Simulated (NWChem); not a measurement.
Ionisation of octafluoropropane (C$_{3}$F$_{8}$)

```
C
F 1 1.3365
F 1 1.3365 2 109.43
C 1 1.5458 2 107.97 3 -117.24
F 4 1.3229 1 108.87 2 58.36
F 4 1.3240 5 109.03 1 -120.50
F 4 1.3242 5 109.03 6 -119.00
C 1 1.5458 2 107.94 3 117.26
F 8 1.3229 1 108.87 2 -59.84
F 8 1.3240 9 109.03 1 -120.50
F 8 1.3242 9 109.03 10 -119.00
```
Charge 0, spin multiplicity 1.

Everything below was run with NWChem. Structure: optimised with PBE0/def2-SVP, held to C2 symmetry and with no frequency check, so it may be a saddle point.

Basis set: def2-SVP. −ε marks an orbital energy of the parent.

B3LYP has NWChem's definition, with VWN1-RPA local correlation.

For the first vertical ionisation energy, −ε(HOMO) of LDA (SVWN5) gives 8.82 eV and −ε(HOMO) of B3LYP gives 10.35 eV. What do −ε(HOMO) of HF, −ε(HOMO) of PBE, G0W0@PBE0 give?

−ε(HOMO) of HF: 15.78 eV; −ε(HOMO) of PBE: 8.57 eV; G0W0@PBE0: 12.95 eV.
